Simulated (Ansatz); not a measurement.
The first iterations of a band of CH8OSi2 + FH (14 atoms, charge 0, multiplicity 1).

Computed with Ansatz, RKS B3LYP/6-31G*.

* movable images: 5
* climbing image: yes
* spring: 5.0 eV/Å²
* optimiser: fire
* start path: through a guess of the saddle point
* force threshold: 0.05 eV/Å
* iteration limit: 60
* end points: relaxed
* largest step: 0.5 Å

Image 0:

```xyz
14
Properties=species:S:1:pos:R:3
Si -0.808 0.307 0.416
O 0.004 -0.391 -0.904
C -0.557 -0.332 -2.219
H -2.152 -0.336 0.507
H -1.029 1.758 0.146
Si 0.498 -0.090 2.328
H 1.591 0.076 -0.643
F 2.287 0.562 -0.202
H -0.638 0.705 -2.568
H 0.102 -0.888 -2.892
H -1.551 -0.797 -2.234
H 1.440 1.022 2.599
H 1.237 -1.369 2.167
H -0.422 -0.227 3.497
```

Image 6:

```xyz
14
Properties=species:S:1:pos:R:3
Si -0.044 1.691 0.905
O 0.372 -0.740 -1.056
C -0.440 -1.151 -2.148
H -1.446 1.831 0.423
H 0.262 2.856 1.784
Si 0.316 -0.330 2.050
H 0.840 0.074 -1.298
F 0.945 1.856 -0.395
H -1.169 -0.382 -2.444
H 0.161 -1.423 -3.028
H -0.989 -2.037 -1.820
H 0.178 -0.043 3.511
H 1.696 -0.831 1.819
H -0.682 -1.370 1.697
```

| iteration | highest image above the first end (eV) | largest band force component (eV/Å) |
| --- | --- | --- |
| 1 | 2.009 | 5.113 |
| 2 | 1.089 | 1.788 |
| 3 | 1.109 | 4.931 |
| 4 | 0.959 | 2.780 |
| 5 | 0.935 | 1.656 |
| 6 | 0.917 | 1.735 |
| 7 | 0.913 | 1.509 |
| 8 | 0.907 | 1.036 |
| 9 | 0.897 | 0.858 |
| 10 | 0.884 | 1.618 |
| 11 | 0.869 | 1.616 |
| 12 | 0.852 | 0.779 |
| 13 | 0.830 | 0.648 |
| 14 | 0.801 | 1.269 |
| 15 | 0.766 | 0.963 |
| 16 | 0.723 | 0.529 |
| 17 | 0.676 | 1.109 |
| 18 | 0.629 | 0.503 |
| 19 | 0.583 | 1.094 |
| 20 | 0.540 | 0.904 |

**Question.** Does the band converge within its limit, and where does its top end?

**Answer.** It did not converge within its limit. It ended after 60 iterations with the highest image 0.826 eV above the first end. The band didn't meet its force threshold, so its energies are provisional: the largest band force was still 0.36 eV/Å, and over the last iterations the top moved between 0.83 and 0.84 eV. Neighbouring images lie up to 1.6 Å apart, so the band is torn or far too coarse. The orbitals stay closed-shell, which can raise the energy where a bond breaks towards radicals; this wasn't checked here.

Run time: 18 min on 2 threads of Intel(R) Xeon(R) Platinum 8259CL CPU @ 2.50GHz (Skylake/Cascade Lake), with other jobs on the host, peak memory 0.25 GiB.
